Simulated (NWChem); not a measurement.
# BeI₂; SMILES [I][Be][I]

Program: NWChem. Geometry: optimised at PBE0/def2-SVP. No frequency run checked for a minimum. def2 effective core potentials on I; no spin-orbit coupling.

Diagonal of the polarisability tensor at CAM-B3LYP/def2-SVPD, static: 95.36, 70.47, 90.64 bohr³.

Find the mean polarisability volume, the molar refraction, and the refractive index that an ideal gas of it would have at 273.15 K and 1 atm.


1. Mean: one third of the trace = 85.49 bohr³ × 0.14818 Å³/bohr³ = 12.67 Å³.
2. Molar refraction (Lorentz-Lorenz): (4π/3) N_A α = 32.0 cm³/mol.
3. Number density p/kT = 2.687 × 10⁻⁵ Å⁻³; n − 1 = 2π N α = 21.39 × 10⁻⁴.
4. These hold the electronic response alone: vibrational and orientational terms add to the static dielectric constant.
